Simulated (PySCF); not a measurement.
SMILES C[Si](C)(C)/C=C\[SeH] (GFN2-xTB optimised geometry):

```
19

C      1.705     0.321     1.571
Si     1.060    -0.552     0.000
C      1.711     0.343    -1.555
C      1.615    -2.374    -0.015
C     -0.836    -0.552     0.000
C     -1.616     0.521     0.000
Se    -0.988     2.319    -0.009
H      1.342    -0.163     2.472
H      2.790     0.318     1.607
H      1.378     1.357     1.600
H      2.797     0.344    -1.585
H      1.382     1.379    -1.573
H      1.355    -0.130    -2.466
H      1.243    -2.895    -0.891
H      2.697    -2.448    -0.025
H      1.258    -2.905     0.861
H     -1.338    -1.512     0.003
H     -2.697     0.466     0.002
H     -2.312     2.905     0.023
```

Method: PySCF with PBE/def2-SVP.

Question: What are the frontier orbital energies and the dipole moment?

Answer: HOMO-2 -6.93 eV, HOMO-1 -6.82 eV, HOMO -5.14 eV, LUMO -1.02 eV, LUMO+1 -0.74 eV; dipole moment 0.66 D.

Meta-Löwdin charges at PBE/def2-SVP: C1 -0.55, Si2 0.83, C3 -0.55, C4 -0.55, C5 -0.36, C6 -0.18, Se7 0.03, H8 0.12, H9 0.11, H10 0.12, H11 0.11, H12 0.12, H13 0.12, H14 0.11, H15 0.11, H16 0.11, H17 0.12, H18 0.11, H19 0.06.
